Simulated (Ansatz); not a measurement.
`C[SiH](C)[SiH2]F` + HCl → `C[SiH](Cl)[SiH2]F` + CH₄ at 700 K and 1 bar (ligand exchange at the Si–C bond).

Calculated with Ansatz (gas phase, PBE0-D4/def2-TZVP geometries, no zero-point term in ΔE). CBS: MP2 limit from def2 TZ/QZ plus the TZ coupled-cluster correction, frozen cores. This one scheme is used for every species. Each species was taken in one conformer, which may not be the lowest.

```tsv
species	CCSD(T)/CBS energy (Eh)	H − E (kJ/mol)	S (J/(mol·K))
`C[SiH](C)[SiH2]F`	-759.55313	369.8	541.9
HCl	-460.38127	38.4	211.8
`C[SiH](Cl)[SiH2]F`	-1179.51308	266.0	516.2
CH₄	-40.46206	145.9	224.0
```

H − E and S are ideal-gas, rigid-rotor, harmonic terms from PBE0-D4/def2-TZVP, for one conformer and one mirror image of each species. 1 Eh = 2625.50 kJ/mol, R = 8.31446 J/(mol·K).

Q: By hand: ΔE, ΔH, ΔS and ΔG.

A: ΔE = (-1179.51308) + (-40.46206) − (-759.55313) − (-460.38127) = -0.04074 Eh = -107.0 kJ/mol. Δ(H − E) = 266.0 + 145.9 − 369.8 − 38.4 = 3.7, so ΔH = -103.3 kJ/mol. ΔS = 516.2 + 224.0 − 541.9 − 211.8 = -13.5 J/(mol·K). ΔG = -103.3 − 700 × (-13.5)/1000 = -93.8 kJ/mol.

Q: By hand: the equilibrium constant, and the temperature at which ΔG would vanish if ΔH and ΔS stayed fixed.

A: log₁₀ K = −ΔG/(RT ln 10) = 7.0. ΔG = 0 at ΔH/ΔS = 7652 K, far beyond where these terms or the molecules hold.

The number of gas molecules stays the same, so ΔS is small and ΔH decides. A doubt of 5 kJ/mol in ΔE shifts log₁₀ K by 0.4 here. Other conformers and mirror images would add mixing entropy, several J/(mol·K) or more a flexible species. Modes under 60 cm⁻¹, often nearly free rotors, make the harmonic entropy too high. These are equilibria of isolated gas molecules and say nothing of rates. Largest T1 diagnostic: 0.011 (customary marks: 0.02 for closed shells, 0.045 for open ones).
